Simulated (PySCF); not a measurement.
ammonium (H₄N), SMILES [NH4+], charge +1. Geometry optimised at PBE-D3(BJ)/def2-TZVPD.

Computed equilibrium geometry at PBE-D3(BJ)/def2-TZVPD (PySCF confirms it by a frequency run) as Cartesian coordinates in Å, and its point group:
point group Td.
```xyz
5

N      0.0000     0.0000     0.0000
H      0.5959    -0.5959     0.5959
H     -0.5959    -0.5959    -0.5959
H     -0.5959     0.5959     0.5959
H      0.5959     0.5959    -0.5959
```
Charge +1, spin multiplicity 1.
